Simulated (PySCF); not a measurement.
Compound: C3H13NOSi4.
Z-matrix (Å and degrees, GFN2-xTB geometry), rows numbered from 1:
```
Si
C   1  1.8933
Si  2  1.8955  1  115.38
O   3  1.6278  2  110.56  1  -176.56
Si  4  1.6267  3  144.48  2    46.50
C   5  1.8814  4  113.54  3    59.23
C   6  1.3316  5  115.77  4  -116.17
Si  7  1.8820  6  115.51  5    -0.03
N   8  1.7299  7   95.67  6    -1.66
H   1  1.4648  2  110.17  3   -58.32
H   1  1.4646  2  110.47  3    62.24
H   1  1.4688  2  109.72  3  -178.06
H   2  1.0915  1  109.04  3  -122.28
H   2  1.0915  1  108.96  3   122.72
H   3  1.4652  2  110.84  1   -57.12
H   3  1.4627  2  112.66  1    69.85
H   5  1.4577  4  102.91  3  -170.84
H   6  1.0832  5  122.82  4    63.68
H   7  1.0832  6  121.63  5   179.59
H   8  1.4676  7  113.65  6  -117.33
H   8  1.4715  7  113.18  6   115.48
H   9  1.0037  5  121.06  4   -60.11
```

Probes without a nucleus sit at each ring's centroid and 1 Å off its mean plane on both sides; NICS is minus the shielding there, NICSzz its component along the normal. Level: GIAO PBE0/pcSseg-1 (PySCF, non-relativistic, gas phase) on the GFN2-xTB geometry, one conformer.

Ring bond lengths (Å), with Mayer bond orders in brackets: Si5–C6 1.881 (0.84), C6–C7 1.332 (1.93), C7–Si8 1.882 (0.89), Si8–N9 1.730 (0.97), N9–Si5 1.733 (0.95).

**Question.** What do the NICS probes read (ppm)?

**Answer.** 
| ring | type | NICS(0) | NICS(1), two faces | NICS(1)zz, two faces | rms pucker (Å) | centre to ring atoms, mean (Å) |
| --- | --- | --- | --- | --- | --- | --- |
| Si5–C6–C7–Si8–N9 | 5-membered ring with N and 2 Si; formal bonds 1 double, 4 single | -3.5 | -3.3 / -2.7 | -2.9 / -2.2 | 0.01 | 1.45 |

**Question.** What do they say, and how far can they be read as aromaticity?

**Answer.** 
- Si5–C6–C7–Si8–N9: mean NICS(1)zz -2.6 ppm, near zero. Si5, Si8 have four or more neighbours, and the NICS criterion for π rings isn't applied.

**Question.** What field does 9.4 T along the ring normal induce along that normal at the first NICS(1) probe listed for ring Si5–C6–C7–Si8–N9, 1 Å off the ring?

**Answer.** NICSzz × B0 = -2.9 ppm × 9.4 T = -27 μT, against the applied field.

**Question.** List the ring angles and the Hirshfeld charges of the ring atoms.

**Answer.** 
- Si5–C6–C7–Si8–N9: Si5 95.5° (+0.438 e), C6 115.8° (-0.133 e), C7 115.5° (-0.128 e), Si8 95.7° (+0.368 e), N9 117.5° (-0.333 e); sum 539.9° against 540° for a flat convex ring.

**Question.** How shielded are the nuclei of the rings and their hydrogens (means over atoms taken as equivalent)?

**Answer.** 
```
atoms                      environment  σ isotropic (ppm)  principal values of the symmetric part, first atom (ppm)
  Si5             oxygen-bound silicon              375.8                                       348.5, 378.4, 400.6
   C6                 alkene CH carbon               28.8                                         -88.6, 1.0, 173.9
   C7                 alkene CH carbon               30.9                                         -88.2, 8.6, 172.2
  Si8                     SiH2 silicon              385.5                                       347.8, 364.3, 444.3
   N9  nitrogen bridging silicon atoms              239.7                                       199.9, 246.6, 272.6
  H17                    Si–H hydrogen              26.37                                          22.1, 24.3, 32.7
  H18                 vinylic hydrogen              24.30                                          22.1, 24.8, 26.0
  H19                 vinylic hydrogen              24.25                                          22.6, 24.5, 25.7
  H20                    Si–H hydrogen              26.57                                          22.7, 24.2, 32.9
  H21                    Si–H hydrogen              26.44                                          22.3, 25.6, 31.4
  H22                     N–H hydrogen              31.39                                          24.7, 27.5, 42.0
```
